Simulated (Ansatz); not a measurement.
Calculation: B3LYP-D3(BJ)/def2-TZVP (Ansatz, an electronic-structure program). No frequencies were computed at this level.

Ansatz 0.2 input:
```yaml
crystal:
  periodic: [false, false, false]
  atoms:
    - { symbol: B, position_ang: [2.122256, 0.253773, -0.140014] }
    - { symbol: B, position_ang: [0.692727, -0.083013, -0.272914] }
    - { symbol: C, position_ang: [-0.802583, -0.426806, -0.439318] }
    - { symbol: O, position_ang: [-1.781295, 0.585212, -0.146541] }
    - { symbol: H, position_ang: [3.244126, 0.524848, -0.086095] }
    - { symbol: H, position_ang: [-1.049424, -0.764616, -1.454134] }
    - { symbol: H, position_ang: [-1.021163, -1.298177, 0.208217] }
    - { symbol: H, position_ang: [-1.40465, 1.208776, 0.481846] }
basis:
  gaussian: { orbitals: def2-tzvp }
hamiltonian:
  xc: b3lyp
  dispersion: d3bj
relax:
  max_steps: 150
```

Output:

```
Functional definition: B3LYP
845 factors; their error is unknown
mean field evaluation 1: about -4493.0409 eV, gradient 5.5e1 eV
mean field evaluation 2: about -4441.9183 eV, gradient 1.3e2 eV
mean field evaluation 4: about -4499.0523 eV, gradient 1.0e1 eV
mean field evaluation 8: about -4499.3652 eV, gradient 7.7e-2 eV
mean field evaluation 16: about -4499.3515 eV, gradient 1.3e-3 eV
mean field evaluation 32: about -4499.0996 eV, gradient 3.6e0 eV
mean field -4499.35151191 eV, -165.3481182926 hartree, gradient 1.0e-5 eV, S^2 0.000000; 2 other end points of the search recorded, 0 dependent functions left out
reference -4499.35176321 eV, -165.3481275277 hartree; 14, 14 occupied and 134, 134 virtual orbitals, 845 factors
relax step   1: F+E_penalty+E_count = -4499.57269941 eV  Δ(F+E_penalty+E_count) = +0.000e0 eV  max|allowed force component| = 2.402e0 eV/Å  Δτ_max = 0.0000 Å  (69 SCF iters, accepted)
these checks for a lower state are left out or cut short: starts, cluster_reference, orbital_swaps, neighbouring_geometries, increment
845 factors; their error is unknown
mean field -4499.41716884 eV, -165.3505311403 hartree, gradient 1.1e-5 eV, S^2 0.000000; 0 other end points of the search recorded, 0 dependent functions left out
reference -4499.41742008 eV, -165.3505403735 hartree; 14, 14 occupied and 134, 134 virtual orbitals, 845 factors
relax step   2: F+E_penalty+E_count = -4499.63810642 eV  Δ(F+E_penalty+E_count) = -6.541e-2 eV  max|allowed force component| = 6.519e-1 eV/Å  Δτ_max = 0.0357 Å  (54 SCF iters, accepted)
these checks for a lower state are left out or cut short: starts, cluster_reference, orbital_swaps, neighbouring_geometries, increment
845 factors; their error is unknown
mean field -4499.42645598 eV, -165.3508724365 hartree, gradient 1.1e-5 eV, S^2 0.000000; 0 other end points of the search recorded, 0 dependent functions left out
reference -4499.42670725 eV, -165.3508816706 hartree; 14, 14 occupied and 134, 134 virtual orbitals, 845 factors
relax step   3: F+E_penalty+E_count = -4499.64762999 eV  Δ(F+E_penalty+E_count) = -9.524e-3 eV  max|allowed force component| = 9.378e-2 eV/Å  Δτ_max = 0.0282 Å  (43 SCF iters, accepted)
these checks for a lower state are left out or cut short: starts, cluster_reference, orbital_swaps, neighbouring_geometries, increment
845 factors; their error is unknown
mean field evaluation 64: about -4499.4217 eV, gradient 1.9e-5 eV
mean field -4499.42168446 eV, -165.3506970863 hartree, gradient 1.9e-5 eV, S^2 0.000000; 0 other end points of the search recorded, 0 dependent functions left out
reference -4499.42193802 eV, -165.3507064045 hartree; 14, 14 occupied and 134, 134 virtual orbitals, 845 factors
relax step   4: F+E_penalty+E_count = -4499.64243169 eV  Δ(F+E_penalty+E_count) = +5.198e-3 eV  max|allowed force component| = 4.776e-1 eV/Å  Δτ_max = 0.0755 Å  (48 SCF iters, rejected (line search))
these checks for a lower state are left out or cut short: starts, cluster_reference, orbital_swaps, neighbouring_geometries, increment
845 factors; their error is unknown
mean field -4499.42939963 eV, -165.3509806135 hartree, gradient 1.4e-5 eV, S^2 0.000000; 0 other end points of the search recorded, 0 dependent functions left out
reference -4499.42965167 eV, -165.3509898758 hartree; 14, 14 occupied and 134, 134 virtual orbitals, 845 factors
relax step   5: F+E_penalty+E_count = -4499.65068462 eV  Δ(F+E_penalty+E_count) = -3.055e-3 eV  max|allowed force component| = 5.580e-2 eV/Å  Δτ_max = 0.0369 Å  (60 SCF iters, accepted)
these checks for a lower state are left out or cut short: starts, cluster_reference, orbital_swaps, neighbouring_geometries, increment
845 factors; their error is unknown
mean field -4499.43026175 eV, -165.3510122960 hartree, gradient 1.4e-5 eV, S^2 0.000000; 0 other end points of the search recorded, 0 dependent functions left out
reference -4499.43051338 eV, -165.3510215432 hartree; 14, 14 occupied and 134, 134 virtual orbitals, 845 factors
relax step   6: F+E_penalty+E_count = -4499.65172704 eV  Δ(F+E_penalty+E_count) = -1.042e-3 eV  max|allowed force component| = 1.455e-2 eV/Å  Δτ_max = 0.0493 Å  (45 SCF iters, accepted)
these checks for a lower state are left out or cut short: starts, cluster_reference, orbital_swaps, neighbouring_geometries, increment
845 factors; their error is unknown
mean field -4499.43038293 eV, -165.3510167490 hartree, gradient 2.3e-5 eV, S^2 0.000000; 0 other end points of the search recorded, 0 dependent functions left out
reference -4499.43063440 eV, -165.3510259906 hartree; 14, 14 occupied and 134, 134 virtual orbitals, 845 factors
relax step   7: F+E_penalty+E_count = -4499.65181029 eV  Δ(F+E_penalty+E_count) = -8.325e-5 eV  max|allowed force component| = 1.195e-2 eV/Å  Δτ_max = 0.0112 Å  (46 SCF iters, accepted)
these checks for a lower state are left out or cut short: starts, cluster_reference, orbital_swaps, neighbouring_geometries, increment
845 factors; their error is unknown
mean field evaluation 96: about -4499.4304 eV, gradient 2.6e-4 eV
mean field -4499.43041912 eV, -165.3510180790 hartree, gradient 2.7e-5 eV, S^2 0.000000; 0 other end points of the search recorded, 0 dependent functions left out
reference -4499.43067052 eV, -165.3510273178 hartree; 14, 14 occupied and 134, 134 virtual orbitals, 845 factors
relax step   8: F+E_penalty+E_count = -4499.65183184 eV  Δ(F+E_penalty+E_count) = -2.156e-5 eV  max|allowed force component| = 1.449e-2 eV/Å  Δτ_max = 0.0072 Å  (47 SCF iters, accepted)
these checks for a lower state are left out or cut short: starts, cluster_reference, orbital_swaps, neighbouring_geometries, increment
845 factors; their error is unknown
mean field -4499.43043736 eV, -165.3510187495 hartree, gradient 2.7e-5 eV, S^2 0.000000; 0 other end points of the search recorded, 0 dependent functions left out
reference -4499.43068869 eV, -165.3510279856 hartree; 14, 14 occupied and 134, 134 virtual orbitals, 845 factors
relax step   9: F+E_penalty+E_count = -4499.65184665 eV  Δ(F+E_penalty+E_count) = -1.481e-5 eV  max|allowed force component| = 7.841e-3 eV/Å  Δτ_max = 0.0048 Å  (47 SCF iters, accepted)
845 factors; their error is unknown
mean field evaluation 128: about -4499.4430 eV, gradient 2.9e-1 eV
mean field -4499.43043736 eV, -165.3510187495 hartree, gradient 1.8e-5 eV, S^2 0.000000; 3 other end points of the search recorded, 0 dependent functions left out
reference -4499.43068869 eV, -165.3510279856 hartree; 14, 14 occupied and 134, 134 virtual orbitals, 845 factors
Total energy: -4499.65209798 eV, -165.3591646271 hartree
Atom 0 at     2.119435     0.250427    -0.156060 Å, force    -0.002550     0.000459     0.000301 eV/Å
Atom 1 at     0.637597    -0.056015    -0.295139 Å, force    -0.001314    -0.003036    -0.000010 eV/Å
Atom 2 at    -0.825981    -0.418698    -0.417652 Å, force     0.001565    -0.001965     0.000456 eV/Å
Atom 3 at    -1.823266     0.528022    -0.024909 Å, force     0.003714     0.007841     0.003410 eV/Å
Atom 4 at     3.257718     0.498703    -0.043203 Å, force     0.002022     0.000719    -0.000505 eV/Å
Atom 5 at    -1.039116    -0.739213    -1.448902 Å, force     0.000889     0.000298     0.000263 eV/Å
Atom 6 at    -0.952756    -1.348171     0.170152 Å, force     0.000290     0.001057    -0.001136 eV/Å
Atom 7 at    -1.373638     1.284943     0.366761 Å, force    -0.004616    -0.005373    -0.002779 eV/Å
Dipole moment:     0.243426    -0.026880     0.014940 e Å
```

Cost: about 60 core-seconds (a rough figure).
